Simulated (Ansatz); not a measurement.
GeI$_{4}$ (`[I][Ge]([I])([I])[I]`). Total charge 0; spin multiplicity 1. I: def2 effective core potential.

Z-matrix (Å, degrees):
```
Ge
I 1 2.502
I 1 2.502 2 109.5
I 1 2.502 2 109.5 3 120.0
I 1 2.502 2 109.5 3 -120.0
```

Q: List the harmonic frequencies (cm⁻¹, unscaled) at PBE0-D4/def2-TZVP in Ansatz. (Best estimate.)

A: Ansatz gave: 53, 53, 79, 79, 79, 164, 272, 272, 272.

Q: Is this a minimum?

A: Yes, all 9 modes are real.

Q: Give the ideal-gas thermochemistry at 298.15 K and 1 bar (rigid rotor, harmonic oscillator; point group Td, symmetry number 12).

A: Zero-point energy 7.9 kJ/mol; H(298) − E = 33.5 kJ/mol; entropy 430.6 J/(mol·K), of which translation 188.2, rotation 123.4, vibration 119.0; G(298) − E = -94.9 kJ/mol. Modes under 100 cm⁻¹ are hindered rotations or soft bends, so the harmonic entropy is rough.

Q: And at 400, 500, 600, 800 and 1000 K?

A: 
```json
{"T (K)": "400", "H − E (kJ/mol)": "44.2", "S (J/mol/K)": "461.4", "G − E (kJ/mol)": "-140.4"}
{"T (K)": "500", "H − E (kJ/mol)": "54.8", "S (J/mol/K)": "485.1", "G − E (kJ/mol)": "-187.7"}
{"T (K)": "600", "H − E (kJ/mol)": "65.5", "S (J/mol/K)": "504.6", "G − E (kJ/mol)": "-237.3"}
{"T (K)": "800", "H − E (kJ/mol)": "87.0", "S (J/mol/K)": "535.5", "G − E (kJ/mol)": "-341.4"}
{"T (K)": "1000", "H − E (kJ/mol)": "108.5", "S (J/mol/K)": "559.5", "G − E (kJ/mol)": "-451.0"}
```
